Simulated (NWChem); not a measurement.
System: TeCl2, triplet; SMILES of the neutral closed-shell parent Cl[Te]Cl

The following NWChem deck was run.

```
start job
memory heap 200 mb stack 900 mb global 1100 mb
geometry units angstroms noautoz
  Te     0.620149     0.356986     0.000000
  Cl    -0.167503    -2.085593     0.000000
  Cl    -1.702707     0.842841     0.000000
end
basis spherical
  * library def2-svp
end
ecp
  Te library def2-ecp
end
dft
  odft
  mult 3
  xc m06
  iterations 150
  mulliken
end
task dft energy
```

Output (shortened):

```
             Northwest Computational Chemistry Package (NWChem) 7.3.0
             --------------------------------------------------------

 CS  symmetry detected

                             Geometry "geometry" -> ""
                             -------------------------

 Output coordinates in angstroms (scale by  1.889725989 to convert to a.u.)

  No.       Tag          Charge          X              Y              Z
 ---- ---------------- ---------- -------------- -------------- --------------
    1 Te                  52.0000     0.68193392     0.25027670     0.00000000
    2 Cl                  17.0000    -0.59708743    -1.97473841     0.00000000
    3 Cl                  17.0000    -1.48882809     1.20918616     0.00000000

 Effective nuclear repulsion energy (a.u.)     425.6472126191

      Symmetry information
      --------------------

 Group name             Cs
 Group number              2
 Group order               2
 No. of unique centers     3

                                 NWChem DFT Module
                                 -----------------

 Summary of "ao basis" -> "ao basis" (spherical)
 ------------------------------------------------------------------------------
       Tag                 Description            Shells   Functions and Types
 ---------------- ------------------------------  ------  ---------------------
 Te                         def2-svp                10       26   4s4p2d
 Cl                         def2-svp                 8       18   4s3p1d

      Symmetry analysis of basis
      --------------------------

        a'         44
        a"         18

            General Information
            -------------------
          SCF calculation type: DFT
          Wavefunction type:  spin polarized.
          No. of atoms     :     3
          No. of electrons :    58
           Alpha electrons :    30
            Beta electrons :    28
          Charge           :     0
          Spin multiplicity:     3
          Use of symmetry is: on ; symmetry adaption is: on
          Maximum number of iterations: 150
          AO basis - number of functions:    62
                     number of shells:    26
          Convergence on energy requested:  1.00D-06
          Convergence on density requested:  1.00D-05
          Convergence on gradient requested:  5.00D-04

              XC Information
              --------------
                          M06 Method XC Functional
                     Hartree-Fock (Exact) Exchange  0.270
                           M06 Exchange Functional  1.000
                         M06 Correlation Potential  1.000

             Grid Information
             ----------------
          Grid used for XC integration:  medium
          Radial quadrature: Mura-Knowles
          Angular quadrature: Lebedev.
          Tag              B.-S. Rad. Rad. Pts. Rad. Cut. Ang. Pts.
          ---              ---------- --------- --------- ---------
          Te                  1.40      123           8.0       590
          Cl                  1.00       88           9.0       590
          Grid pruning is: on
          Number of quadrature shells:   299
          Spatial weights used:  Erf1

      Superposition of Atomic Density Guess
      -------------------------------------

 Sum of atomic energies:       -1229.87075680

      Non-variational initial energy
      ------------------------------

 Total energy =   -1185.611622
 1-e energy   =   -2178.890659
 2-e energy   =     771.921141
 HOMO         =      -0.213511
 LUMO         =      -0.116541

   Symmetry analysis of molecular orbitals - initial alpha
   -------------------------------------------------------

  Numbering of irreducible representations:

     1 a'          2 a"

  Orbital symmetries:

     1 a'          2 a'          3 a'          4 a'          5 a'
     6 a'          7 a"          8 a'          9 a'         10 a"
    11 a'         12 a'         13 a'         14 a"         15 a'
    16 a'         17 a"         18 a'         19 a"         20 a'
    21 a'         22 a'         23 a'         24 a'         25 a"
    26 a"         27 a'         28 a'         29 a"         30 a'
    31 a'         32 a'         33 a'         34 a'         35 a"
    36 a'         37 a"         38 a"         39 a'         40 a'

   Symmetry analysis of molecular orbitals - initial beta
   ------------------------------------------------------

  Numbering of irreducible representations:

     1 a'          2 a"

  Orbital symmetries:

     1 a'          2 a'          3 a'          4 a'          5 a'
     6 a'          7 a"          8 a'          9 a'         10 a"
    11 a'         12 a'         13 a'         14 a"         15 a'
    16 a'         17 a"         18 a'         19 a"         20 a'
    21 a'         22 a'         23 a'         24 a'         25 a"
    26 a"         27 a'         28 a'         29 a"         30 a'
    31 a'         32 a'         33 a'         34 a'         35 a"
    36 a'         37 a"         38 a"         39 a'         40 a'

     ---------------------------------------------
      Total Density - Mulliken Population Analysis
     ---------------------------------------------

    Atom       Charge   Shell Charges
 -----------   ------   -------------------------------------------------------
    1 Te  24    23.00   1.77  0.27  1.24  0.65  2.92  3.11  1.43  1.52  9.85  0.24
    2 Cl  17    17.64   2.00  1.99  1.25  0.73  5.94  2.19  3.52  0.01
    3 Cl  17    17.36   2.00  1.99  1.23  0.73  5.94  2.10  3.36  0.01

     --------------------------------------------
      Spin Density - Mulliken Population Analysis
     --------------------------------------------

    Atom       Charge   Shell Charges
 -----------   ------   -------------------------------------------------------
    1 Te  24     1.66  -0.00  0.00  0.00 -0.00 -0.05  0.06  0.75  0.89  0.00  0.01
    2 Cl  17     0.21   0.00  0.00  0.01 -0.01  0.00  0.10  0.11  0.00
    3 Cl  17     0.12   0.00  0.00  0.00 -0.00  0.00  0.06  0.06  0.00

   convergence    iter        energy       DeltaE   RMS-Dens  Diis-err
 ---------------- ----- ----------------- --------- --------- ---------
 d= 0,ls=0.0,diis     1  -1188.0706796077 -1.41D+03  1.69D-02  1.26D-01
                                                     2.20D-02  1.22D-01
 d= 0,ls=0.0,diis     2  -1187.5401716845  5.31D-01  1.28D-02  7.24D-01
                                                     1.86D-02  7.14D-01
 d= 0,ls=0.0,diis     3  -1188.1249871612 -5.85D-01  4.47D-03  3.06D-02
                                                     5.05D-03  3.17D-02
 d= 0,ls=0.0,diis     4  -1188.1425585155 -1.76D-02  1.61D-03  9.42D-03
                                                     1.81D-03  9.04D-03
 d= 0,ls=0.0,diis     5  -1188.1438191636 -1.26D-03  4.65D-04  3.86D-04
                                                     8.60D-04  8.69D-04
  Resetting Diis
 d= 0,ls=0.0,diis     6  -1188.1445307136 -7.12D-04  4.44D-04  9.18D-05
                                                     6.47D-04  1.28D-04
 d= 0,ls=0.0,diis     7  -1188.1446661808 -1.35D-04  2.91D-04  1.62D-05
                                                     2.26D-04  1.66D-05
 d= 0,ls=0.0,diis     8  -1188.1446520320  1.41D-05  9.75D-05  4.37D-05
                                                     1.49D-04  4.95D-05
 d= 0,ls=0.0,diis     9  -1188.1446868757 -3.48D-05  7.44D-05  1.01D-06
                                                     2.35D-05  5.33D-07
 d= 0,ls=0.0,diis    10  -1188.1446884142 -1.54D-06  4.90D-05  3.73D-07
                                                     2.00D-05  4.28D-07
 d= 0,ls=0.0,diis    11  -1188.1446893281 -9.14D-07  4.24D-05  1.53D-07
                                                     1.17D-05  1.20D-07
 d= 0,ls=0.0,diis    12  -1188.1446898335 -5.05D-07  6.93D-05  3.53D-08
                                                     1.50D-05  1.54D-08
 d= 0,ls=0.0,diis    13  -1188.1446901968 -3.63D-07  1.81D-05  5.04D-09
                                                     4.85D-06  7.37D-09
 d= 0,ls=0.0,diis    14  -1188.1446902239 -2.71D-08  4.62D-06  4.00D-10
                                                     1.45D-06  6.39D-10

         Total DFT energy =    -1188.144690223935
      One electron energy =    -2179.236135696786
           Coulomb energy =      847.078377628411
    Exchange-Corr. energy =      -77.344828788310
 Nuclear repulsion energy =      221.357896632751

 Numeric. integr. density =       57.999998100173

                  Occupations of the irreducible representations
                  ----------------------------------------------

                     irrep           alpha         beta
                     --------     --------     --------
                     a'               22.0         21.0
                     a"                8.0          7.0

                    DFT Final Alpha Molecular Orbital Analysis
                    ------------------------------------------

 Vector   28  Occ=1.000000D+00  E=-2.983973D-01  Symmetry=a'
              MO Center= -7.0D-01, -1.5D+00, -2.5D-15, r^2= 2.6D+00
   Bfn.  Coefficient  Atom+Function         Bfn.  Coefficient  Atom+Function
  ----- ------------  ---------------      ----- ------------  ---------------
    37      0.452179  2 Cl px                38     -0.405072  2 Cl py
    34      0.334670  2 Cl px                35     -0.294932  2 Cl py
    56     -0.265928  3 Cl py                53     -0.205341  3 Cl py
    31      0.194581  2 Cl px                32     -0.171812  2 Cl py
    50     -0.116951  3 Cl py                15     -0.069011  1 Te py

[...]
```

Level: M06/def2-SVP with def2 effective core potentials on Te, spin-unrestricted. In the optimisation the excess spin sits in a' and a" (Cs, its own frame). The geometry was optimised at PBE0/def2-SVP, spin-unrestricted. The spin multiplicity was typed, not searched, and may not be the lowest. No stability test was run on the SCF state. def2 effective core potentials on Te; no spin-orbit coupling.
